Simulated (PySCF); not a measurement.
Pm⁴⁸⁺: ionisation energy

Pm⁴⁸⁺ [Ne] 3s2 3p1 [3p1/2^1, M_J = 1/2] → Pm⁴⁹⁺ [Ne] 3s2, as a difference of total energies. All numbers are calculated (PySCF 2.14, the two-component X2C-1e Hamiltonian, in an uncontracted even-tempered set (18 s from 12 bohr⁻², ratio 2.4; 14 p from 16 bohr⁻², ratio 2.4; 4 d from 53 bohr⁻², ratio 2.6; 4 f from 80 bohr⁻², ratio 2.6)). Correlated levels: 1s2 frozen; the 54 highest virtual spinors dropped. "Screened" scales the spin-orbit matrix elements by Boettger's factors to mimic the two-electron term; Breit and QED terms are absent.

```
                    method  ionisation energy (eV)
           GHF (spin-free)                  4065.3
          GMP2 (spin-free)                  4065.8
 GHF (screened spin-orbit)                  4169.1
GMP2 (screened spin-orbit)                  4169.3
```

Breit and QED terms and the two-electron picture change are absent.

The spin-free rows lack the spin-orbit shift.

For comparison: 4166 ± 4 eV (theoretical estimate listed by NIST; NIST Atomic Spectra Database, ionization energies).
